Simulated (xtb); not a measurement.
A run for xtb: GFN-FF on NH3 (SMILES N).

```
$ xtb mol.xyz --gfnff --sp --chrg 0 --uhf 0
4

N      0.26345380    -0.02254708     0.44609692
H      1.19578216     0.03114137     0.05176046
H     -0.17631292    -0.87701481     0.12344239
H     -0.27657851     0.76685154     0.11019515
```

The log:

```
[...]
           -------------------------------------------------
          |                Calculation Setup                |
           -------------------------------------------------



          ==================== Thresholds ====================
          CN  :   150.00000
          rep :   500.00000
          disp:  2500.00000
          HB1 :   250.00000
          HB2 :   450.00000

          Pauling EN used:
          Z : 1  EN :  2.20
          Z : 7  EN :  3.04
          electric field strengths (au): 0.000

           -------------------------------------------------
          |           Force Field Initialization            |
           -------------------------------------------------

          distances ...
          ----------------------------------------
          generating topology and atomic info file ...
          pair mat ...
          computing topology distances matrix with Floyd-Warshall algo ...
          making topology EEQ charges ...
          #fragments for EEQ constrain: 1
          ----------------------------------------
          generating topology and atomic info file ...
          pair mat ...
          computing topology distances matrix with Floyd-Warshall algo ...
          making topology EEQ charges ...
          #fragments for EEQ constrain: 1
          rings ...
          # BATM   0
          # H in HB   3

  atom   neighbors  erfCN metchar sp-hybrid imet pi  qest     coordinates
    1  N       3    2.79   0.00         3    0    0  -0.424    0.497856   -0.042608    0.843001
    2  H       1    0.98   0.00         0    0    0   0.141    2.259701    0.058849    0.097813
    3  H       1    0.98   0.00         0    0    0   0.141   -0.333183   -1.657318    0.233272
    4  H       1    0.98   0.00         0    0    0   0.141   -0.522658    1.449139    0.208239

          #atoms :   4
          #bonds :   3
          #angl  :   3
          #tors  :   1
          #nmol  :   1
          #optfrag :   1
           -------------------------------------------------
          |                   G F N - F F                   |
          |          A general generic force-field          |
          |                  Version 1.0.3                  |
           -------------------------------------------------
          Number of HB bonds (bound hydrogen)     0
          Number of HB bonds (unbound hydrogen)   0
          Number of XB bonds                      0

 E+G (total)                   0 d,  0 h,  0 min,  0.000 sec
 distance/D3 list               ...        0 min,  0.000 sec (  1.036%)
 non bonded repulsion           ...        0 min,  0.000 sec ( 25.032%)
 dCN                            ...        0 min,  0.000 sec ( 10.494%)
 EEQ energy and q               ...        0 min,  0.000 sec ( 12.718%)
 D3                             ...        0 min,  0.000 sec ( 12.905%)
 EEQ gradient                   ...        0 min,  0.000 sec (  3.992%)
 bonds                          ...        0 min,  0.000 sec (  6.948%)
 bend and torsion               ...        0 min,  0.000 sec (  7.999%)
 bonded ATM                     ...        0 min,  0.000 sec (  0.497%)
 HB/XB (incl list setup)        ...        0 min,  0.000 sec ( 10.120%)

         :::::::::::::::::::::::::::::::::::::::::::::::::::::
         ::                     SUMMARY                     ::
         :::::::::::::::::::::::::::::::::::::::::::::::::::::
         :: total energy              -0.512749965451 Eh    ::
         :: gradient norm              0.014871082838 Eh/a0 ::
         ::.................................................::
         :: bond energy               -0.513529515384 Eh    ::
         :: angle energy               0.000996801043 Eh    ::
Note: The following floating-point exceptions are signalling: IEEE_UNDERFLOW_FLAG IEEE_DENORMAL
normal termination of xtb
         :: torsion energy             0.000038045187 Eh    ::
         :: repulsion energy           0.026097062748 Eh    ::
         :: electrostat energy        -0.026017337232 Eh    ::
         :: dispersion energy         -0.000335021812 Eh    ::
         :: HB energy                  0.000000000000 Eh    ::
         :: XB energy                  0.000000000000 Eh    ::
         :: bonded atm energy          0.000000000000 Eh    ::
         :: external energy            0.000000000000 Eh    ::
         :: add. restraining           0.000000000000 Eh    ::
         :: total charge              -0.000000000000 e     ::
         :::::::::::::::::::::::::::::::::::::::::::::::::::::

           -------------------------------------------------
          |                Property Printout                |
           -------------------------------------------------

molecular dipole:
                 x           y           z       tot (Debye)
 q only:       -0.017      -0.004      -0.385       0.980

           -------------------------------------------------
          | TOTAL ENERGY               -0.512749965451 Eh   |
          | GRADIENT NORM               0.014871082838 Eh/α |
           -------------------------------------------------
########################################################################
[WARNING] Runtime exception occurred
-1- gfnff_setup: Could not read topology file.
########################################################################

------------------------------------------------------------------------
------------------------------------------------------------------------
 total:
 SCF:
```

The run finished.

Cost: roughly 0.05 core-seconds.
